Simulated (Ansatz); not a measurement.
BH$_{2}$O$_{2}$S, SMILES `OB(O)[S]` radical, relaxed with UKS PBE0-D4/def2-TZVP in Ansatz from a PBE-D4/def2-SVP geometry. The force threshold is 0.005 eV/Å; the program also tests the step.

The species carries charge 0 and has multiplicity 2.

Start:

```xyz
6

O    -0.834    0.449   -0.633
B     0.160    0.014    0.216
O     0.792   -1.170   -0.029
S     0.667    0.987    1.681
H    -1.228    1.305   -0.395
H     0.443   -1.586   -0.840
```

By how much does the energy fall, and how many steps does the optimiser take? (Best estimate.)

Ansatz gave: 0.02 eV, in 7 steps, 1 of them rejected.

Which bonds change most? (Estimate.)

The calculation gave: O3–H6 from 0.976 to 0.962 Å; O1–H5 from 0.973 to 0.959 Å; O1–B2 from 1.377 to 1.365 Å; B2–O3 from 1.365 to 1.355 Å.

Give the relaxed structure. (Estimate.)

Ansatz gave: 
```xyz
6

O    -0.827    0.455   -0.629
B     0.157    0.019    0.211
O     0.783   -1.158   -0.036
S     0.666    0.976    1.673
H    -1.225    1.295   -0.392
H     0.446   -1.588   -0.827
```
